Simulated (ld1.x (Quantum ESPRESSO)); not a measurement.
nitrogen, TM: configuration errors across variants

ld1.x (Quantum ESPRESSO) 7.5 input, shortened:

```
&input
   title='N', zed=7., rel=2, dft='PBE', iswitch=3,
   config='[He] 2s2 2p2 3d-2', rel_dist='average'
 /
 &inputp
   pseudotype=2, tm=.true., lloc=-1, rcloc=1.20,
   nlcc=.true., new_core_ps=.true.
 /
3
2S  1  0   2.00   0.00  0.80  0.80  0.0
2P  2  1   2.00   0.00  2.40  2.40  0.0
3D  3  2  -2.00   0.10  2.30  2.30  0.0
 &test
   configts(1)='2s2 2p2'
 /
```

Open shells are filled in proportion to 2j + 1 (rel_dist='average').

All-electron excitation energies from the reference (eV): (1) 2s2 2p3 -13.591; (2) 2s2 2p1 28.854; (3) 2s2 2p0 75.936; (4) 2s1 2p4 -2.084; (5) 2s0 2p5 9.450; (6) 2s2 2p2.5 -8.498; (7) 2s2 2p3.3 -15.210.

The default core radius of the base comes out at 0.42 bohr.

2 further variants failed, have other tests or another functional or relativity, and are left out.

Errors AE − PS in meV (a dash: test not solved or not reliable):

```tsv
change	(1)	(2)	(3)	(4)	(5)	(6)	(7)	bound ghosts
base	+86	+322	+1976	+248	+377	+33	+109	none
wave 3d channel at 0.1 Ry: rc 2.30 bohr becomes 3d channel at 0.48 Ry: rc 2.30 bohr	+86	+322	+1976	+248	+377	+33	+109	none
type RRKJ; local potential all-electron potential smoothed inside 1.00 bohr (lloc = -1)	+142	+472	+2770	+374	+539	+52	+183	none
wave 2s (bound): rc 0.80 bohr becomes 2s (bound): rc 0.56 bohr	+86	+322	+1977	+243	+357	+33	+109	none
wave 3d channel at 0.1 Ry: rc 2.30 bohr becomes 3d channel at 0.1 Ry: rc 3.12 bohr	+86	+322	+1976	+248	+377	+33	+109	none
wave 2p (bound): rc 2.40 bohr becomes 2p (bound): rc 1.44 bohr	+7.8	+45	+335	+35	+77	+3.3	+9.3	none
core correction Bessel-smoothed model core inside 0.96 bohr	+86	+320	+1965	+253	+395	+33	+109	none
local potential the s channel	+86	+321	+1975	+248	+376	+32	+109	none
```

Give the same row for: local potential all-electron potential smoothed inside 2.18 bohr (lloc = -1).

+82, +330, +2062, +240, +369, +32, +101; bound ghosts: none.
